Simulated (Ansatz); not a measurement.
Total energies of the cluster In4P2Cl6 from Ansatz at PBE-D4/def2-SVP, gas phase (1 Eh = 27.2114 eV = 2625.5 kJ/mol). The reference geometry is relaxed at r2SCAN-D4/def2-SVP.

```csv
atom,x (Å),y (Å),z (Å)
In1,0.471,-2.073,0.113
In2,1.763,1.103,0.722
In3,-1.224,0.481,1.765
In4,-0.799,1.101,-1.634
P5,0.952,-0.861,2.211
P6,-0.394,2.499,0.361
Cl7,-1.572,1.132,-3.830
Cl8,3.970,1.875,0.506
Cl9,-3.209,0.378,3.015
Cl10,0.544,-4.159,-0.918
Cl11,-1.921,-1.085,-0.572
Cl12,1.419,-0.391,-1.740
```

| state | geometry | energy (Eh) |
| --- | --- | --- |
| charge 0 singlet | reference | -4202.45384 |
| charge 1 doublet | reference | -4202.14378 |
| charge -1 doublet | reference | -4202.53022 |
| free In atom (doublet) | – | -190.11196 |
| free P atom (quartet) | – | -340.98790 |
| free Cl atom (doublet) | – | -459.79702 |

In the def2 sets In takes a core potential; there is no spin–orbit coupling.

(1) Work out the vertical ionisation energy to the doublet.

(2) Work out the vertical electron affinity, to the doublet.

(3) Give the fundamental gap IE − EA, the Mulliken electronegativity (IE + EA)/2 and the hardness (IE − EA)/2.

(4) What is the binding energy per atom against free atoms?

(1) E(charge 1 doublet) − E(charge 0 singlet) = -4202.14378 − (-4202.45384) = 0.31006 Eh = 8.44 eV. For comparison, −ε of the highest occupied level is 6.36 eV at this level, 2.08 eV less.

(2) E(charge 0 singlet) − E(charge -1 doublet) = -4202.45384 − (-4202.53022) = 0.07638 Eh = 2.08 eV. The basis lacks diffuse functions, which makes affinities too small.

(3) From the values in Eh: IE − EA = 0.31006 − 0.07638 = 0.23368 Eh = 6.36 eV; (IE + EA)/2 = 5.26 eV; (IE − EA)/2 = 3.18 eV. The HOMO–LUMO gap of the same run is 2.45 eV, 3.91 eV smaller than the fundamental gap.

(4) Atoms: 4 × (-190.11196) + 2 × (-340.98790) + 6 × (-459.79702) = -4201.20576 Eh. Binding: -4201.20576 − (-4202.45384) = 1.24808 Eh = 33.96 eV, or 2.83 eV for each of 12 atoms (no zero-point energy, no counterpoise term).

 

The structure comes from a short search, and lower isomers may exist.
